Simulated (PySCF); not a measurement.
**PbCl, r²SCAN: how much the basis matters**

PySCF, UKS reference; doublet, unpaired electrons π ↑; De to Pb + Cl without counterpoise correction.

```csv
basis,relativity,functions,Re (Å),ωe (cm⁻¹),De (eV),μ (D)
def2-SVP,scalar-relativistic core potentials,44,2.496,322,3.77,-3.51
def2-SVPD,scalar-relativistic core potentials,59,2.515,309,3.85,-3.85
x2c-TZVPPall,spin-free X2C,125,2.451,320,3.91,-3.34
```

(1) How does each smaller set differ from the one with most functions, x2c-TZVPPall?

A positive dipole means Pb(−)Cl(+). Spin–orbit coupling is left out, which matters for elements this heavy, above all for dissociation energies. The state is the lowest determinant that a PBE0 search found; another state may lie lower at other levels.

Answers

(1) def2-SVP: +4.5 pm, +0.6 % in ωe, -0.14 eV in De; def2-SVPD: +6.4 pm, -3.4 % in ωe, -0.06 eV in De. All at r²SCAN; the set with most functions is neither the basis-set limit nor always the best. The rows treat relativity differently, so the differences are not basis effects alone.
